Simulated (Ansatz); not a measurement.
Basis-set extrapolation for CH₆Cl₂O₂Si₂ (`O[Si](O)(Cl)C[SiH2]Cl`) (PBE0-D4/def2-TZVP geometry, frozen core, Ansatz). Multiplicity 1, RHF reference.

|  | def2-TZVPP | def2-QZVPP |
| --- | --- | --- |
| HF | -1688.338759 | -1688.391777 |
| MP2 correlation | -1.268900 | -1.378800 |
| CCSD(T) correlation | -1.383718 | not run |

Energies in hartree. Use E(X) = E(∞) + A·exp(−7.88·√X) for Hartree–Fock and E(X) = E(∞) + B·X^(−2.97) for correlation, with X = 3 and 4, and add CCSD(T) minus MP2 of the smaller set to the MP2 limit.

Problem. What is the CCSD(T) energy at the basis-set limit?

Solution. HF limit: -1688.391777 + (-0.053018) × 0.13774 = -1688.39908. MP2 limit: -1.378800 + (-0.109900) × 0.74074 = -1.46021. Higher-order term: -1.383718 − (-1.268900) = -0.11482. Total: -1689.97411 hartree, 660.7 kJ/mol below CCSD(T)/def2-TZVPP.
